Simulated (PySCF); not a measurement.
C6H12P2.
Structure used (PBE0-D3(BJ)/def2-SVP), in Å, numbered top down from 1:
```xyz
20
C6H12P2 angstrom
C     -1.8210   -1.7431   -0.0195
P     -1.1581   -0.2317    0.2266
P     -2.3977    1.1067    1.4904
C     -0.6465    1.0014   -1.1127
C      0.8366    0.8341   -1.1951
C      1.4516    0.1814   -0.1942
C      2.9208   -0.0610   -0.0996
C      0.5556   -0.3391    0.8976
H     -1.1460   -2.5449   -0.3313
H     -2.8809   -1.8270   -0.2664
H     -3.4428    1.1328    0.5162
H     -2.9781    0.0302    2.2235
H     -1.1707    0.7581   -2.0510
H     -0.9299    2.0316   -0.8288
H      1.3991    1.2282   -2.0484
H      3.3368    0.3846    0.8199
H      3.1390   -1.1412   -0.0518
H      3.4571    0.3626   -0.9605
H      0.7583   -1.3887    1.1661
H      0.6438    0.2529    1.8256
```

NICS is the negative of the GIAO shielding at a point without a nucleus: at the ring centre (0) and 1 Å above and below it (1); zz is the component along the ring normal. Level: GIAO PBE0/pcSseg-1 (PySCF, non-relativistic, gas phase) on the PBE0-D3(BJ)/def2-SVP geometry, one conformer.

Ring bond lengths (Å), with Mayer bond orders in brackets: P2–C4 1.891 (0.76), C4–C5 1.495 (1.03), C5–C6 1.344 (1.84), C6–C8 1.505 (1.02), C8–P2 1.843 (0.90).

Problem. What do the NICS probes read (ppm)?

Solution. 
```tsv
ring	type	NICS(0)	NICS(1), two faces	NICS(1)zz, two faces	rms pucker (Å)	centre to ring atoms, mean (Å)
P2–C4–C5–C6–C8	5-membered ring with P; formal bonds 1 double, 4 single	-3.1	-3.0 / -3.9	-1.9 / -3.0	0.11	1.36
```

Problem. What can be read from them?

Solution. 
- P2–C4–C5–C6–C8: mean NICS(1)zz -2.4 ppm, near zero. P2, C4, C8 have four or more neighbours, and the NICS criterion for π rings isn't applied.

Problem. List the ring angles and the Hirshfeld charges of the ring atoms.

Solution. 
- P2–C4–C5–C6–C8: P2 92.5° (+0.310 e), C4 103.6° (-0.129 e), C5 117.9° (-0.062 e), C6 115.8° (+0.004 e), C8 105.6° (-0.109 e); sum 535.4° against 540° for a flat convex ring.

Problem. How shielded are the nuclei of the rings and their hydrogens (means over atoms taken as equivalent)?

Solution. 
```tsv
atoms	environment	σ isotropic (ppm)	principal values of the symmetric part, first atom (ppm)
P2	phosphorus bonded to 3 C and P	332.4	238.9, 300.7, 457.5
C4	sp3 carbon bound to phosphorus	137.1	110.8, 134.1, 166.6
C5	alkene CH carbon	54.2	-44.1, 81.0, 125.8
C6	fully substituted alkene carbon	37.7	-70.6, 44.6, 139.0
C8	sp3 carbon bound to phosphorus	143.2	116.4, 142.4, 170.8
H13	methylene hydrogen	29.53	26.1, 28.7, 33.8
H14	methylene hydrogen	28.74	24.3, 29.0, 32.9
H15	vinylic hydrogen	25.69	22.9, 25.9, 28.3
H19	methylene hydrogen	29.39	25.5, 29.1, 33.5
H20	methylene hydrogen	28.54	23.9, 28.6, 33.1
```

Problem. How do the values depend on the level or the medium?

Solution. 
```
                              level  NICS(0), P2–C4–C5–C6–C8  mean NICS(1)zz, P2–C4–C5–C6–C8
                 PBE0/pcSseg-1, gas                     -3.1                            -2.4
PBE0/pcSseg-1, IEF-PCM acetonitrile                     -3.0                            -2.4
     PBE0/pcSseg-1, IEF-PCM benzene                     -3.1                            -2.4
```

The geometry is the same throughout; the continuum's cavity takes Bondi-type radii × 1.2.
